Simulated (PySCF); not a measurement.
Si(H)3(SeH) (H₄SeSi), SMILES [SeH][SiH3]. The structure is a stationary point at PBE0-D3(BJ)/def2-TZVP.

TDDFT-ωB97X/def2-SVPD (PySCF) puts the lowest singlet excitations at 5.44, 5.82, 7.11, 7.36, 7.53, 7.81 eV.

What are the lowest excitation roots from ADC(2)/aug-cc-pVDZ run with PySCF? (An estimate is asked for; the answer gives what the named calculation found.)

5.42, 5.76, 6.89, 6.98, 7.21, 7.28 eV. S1 differs by -0.02 eV (second minus first; roots are paired by order, and the bases may differ).
